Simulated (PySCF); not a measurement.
## Electron correlation in Co (cobalt, neutral)

[Ar] 3d7 4s1 5s1, high-spin 6F determinant (an excited configuration). Computed with PySCF 2.14 in aug-cc-pVTZ-DK (8s7p5d3f2g, 93 functions), with scalar relativity by spin-free X2C-1e. Frozen: [Ar]; 9 electrons correlated.

MP2 pair energies summed by pair of shells (mhartree):

| pair | energy | share (%) |
| --- | --- | --- |
| 3d-3d | -191.43 | 87.7 |
| 3d-4s | -23.00 | 10.5 |
| 3d-5s | -1.94 | 0.9 |
| 4s-5s | -1.90 | 0.9 |

Total MP2 correlation energy: -218.27 mhartree.

Same-spin part -98.99 and opposite-spin part -119.28 mhartree; SCS-MP2 scales them by 1/3 and 6/5 to -176.14 mhartree.
